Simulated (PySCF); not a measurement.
Molecule: `[BH3-][NH2+]CC`, C₂H₁₀BN.

Molfile (atoms numbered from 1):
```
C2H10BN
     RDKit          3D

 14 13  0  0  0  0  0  0  0  0999 V2000
    1.9883   -0.4587   -0.0561 B   0  0  0  0  0  0  0  0  0  0  0  0
    0.4906    0.0745   -0.3962 N   0  0  0  0  0  0  0  0  0  0  0  0
   -0.5809   -0.4889    0.4399 C   0  0  0  0  0  0  0  0  0  0  0  0
   -1.9582    0.0342    0.0889 C   0  0  0  0  0  0  0  0  0  0  0  0
    2.7292    0.1181   -0.8441 H   0  0  0  0  0  0  0  0  0  0  0  0
    1.9569   -1.6722   -0.2295 H   0  0  0  0  0  0  0  0  0  0  0  0
    2.1965   -0.1469    1.1115 H   0  0  0  0  0  0  0  0  0  0  0  0
    0.4916    1.0933   -0.3159 H   0  0  0  0  0  0  0  0  0  0  0  0
    0.3005   -0.1232   -1.3807 H   0  0  0  0  0  0  0  0  0  0  0  0
   -0.5200   -1.5813    0.3319 H   0  0  0  0  0  0  0  0  0  0  0  0
   -0.3134   -0.2660    1.4827 H   0  0  0  0  0  0  0  0  0  0  0  0
   -2.0247    1.1266    0.2167 H   0  0  0  0  0  0  0  0  0  0  0  0
   -2.7168   -0.4201    0.7424 H   0  0  0  0  0  0  0  0  0  0  0  0
   -2.2331   -0.2054   -0.9509 H   0  0  0  0  0  0  0  0  0  0  0  0
  1  2  1  0
  2  3  1  0
  3  4  1  0
  1  5  1  0
  1  6  1  0
  1  7  1  0
  2  8  1  0
  2  9  1  0
  3 10  1  0
  3 11  1  0
  4 12  1  0
  4 13  1  0
  4 14  1  0
M  CHG  2   1  -1   2   1
M  END
```

Spin–spin couplings on one PBE0-D3(BJ)/def2-SVP geometry, PySCF, gas phase, non-relativistic, equivalent pairs averaged (spin–dipole term only in couplings to heteroatoms); isotopes 13C, 1H, 11B, 15N; functional B3LYP.

**Question.** How do the couplings (Hz) change with the basis set? Times are CPU seconds on shared hosts with different chips, so compare them loosely. Far from the basis limit: 6-31G*, pcJ-0, def2-TZVP, cc-pVTZ.

**Answer.** 
```
basis set  functions  1J(C3,H10)  1J(C4,H12)  1J(B1,H5)  1J(N2,H8)  1J(C3,C4)  1J(N2,C3)  1J(B1,N2)  core-s
   6-31G*         76       158.2       141.9      121.0      -70.6       48.5      -10.8       -7.6     5.6
    pcJ-0         82       126.6       113.8       98.2      -56.7       27.0       -1.7       -2.3     5.5
def2-TZVP        184       138.7       125.1      104.0      -66.0       35.3       -4.0       -2.9      18
    pcJ-1        208       146.9       132.6      109.6      -71.0       37.3       -5.9       -3.4      17
  cc-pVTZ        260       129.9       118.1      103.6      -59.1       26.2       -2.7       -1.4      31
```

The Fermi-contact term samples the wavefunction at the nucleus, which is why sets with added tight s functions (names with J) are made for couplings.
